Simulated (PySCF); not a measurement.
# Two-component Hartree-Fock for Cl (chlorine, neutral)

Start: [Ne] 3s2 3p5; 3p1/2 filled at m_j = -1/2, +1/2; 3p3/2 filled at m_j = -1/2, +1/2, +3/2. Calculated with PySCF 2.14 in x2c-QZVPPall-2c: generalised Hartree-Fock with the X2C-1e Hamiltonian and a Gaussian nucleus; one run each with spin-orbit coupling (SO) switched off, then screened by Boettger's factors.

| spinor shell | electrons | ε, spin-free (eV) | ε, screened SO (eV) | weight of nominal j (screened SO) | rms radius, screened SO (bohr) |
| --- | --- | --- | --- | --- | --- |
| 1s1/2 | 2 | -2864.3 | -2864.3 | 1.000 | 0.105 |
| 2s1/2 | 2 | -290.44 | -290.43 | 1.000 | 0.479 |
| 2p1/2 | 2 | -219.68 | -221.02 | 0.993 | 0.449 |
| 2p3/2 | 4 | -219.68 | -218.99 | 0.996 | 0.452 |
| 3s1/2 | 2 | -29.390 | -29.383 | 0.999 | 1.67 |
| 3p1/2 | 2 | -13.793 | -13.787 | 0.646 | 2.01 |
| 3p3/2 | 3 | -13.793 | -13.801 | 0.764 | 2.01 |

| quantity | spin-free | screened SO |
| --- | --- | --- |
| E (hartree) | -460.89737 | -460.89965 |
| M_J | 3/2 | 3/2 |
| ⟨J²⟩ | 3.764 | 3.764 |
| ⟨L²⟩ | 2.010 | 2.010 |
| ⟨S²⟩ | 0.754 | 0.754 |

Each row is a mean over spinors that exchange with the open shell spreads, by up to 3.349 eV (3s1/2).

Rows whose weight is well below 1 are mixtures of j = l ± 1/2: exchange outweighs spin-orbit coupling there, and the label is only the starting occupation.

Without spin-orbit coupling the j labels of p, d and f shells carry no meaning; the spin-free column gives the mean over the occupied spinors of each nl shell.
